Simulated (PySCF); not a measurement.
CH₅ClFNSi₂, SMILES [Si@@H]1(F)CN[Si@H]1Cl.

Geometry: B3LYP-D3(BJ)/def2-SVP. The structure was generated by enumeration; whether it is a known compound was not checked.

Computed with PySCF with PBE/def2-TZVP.

```json
{
 "total_energy": "-1234.42899 hartree",
 "highest_occupied_level": "-6.08 eV",
 "lowest_empty_level": "-1.65 eV",
 "orbital_gap": "4.42 eV",
 "dipole_moment": "2.00 D",
 "quadrupole, principal values (traceless, Buckingham form, about the centre of nuclear charge)": "-10.72, 3.32, 7.39 D·Å",
 "mean_static_polarisability": "82.9 bohr³ (12.29 Å³)",
 "polarisability_principal_values": "71.8, 78.5, 98.4 bohr³"
}
```
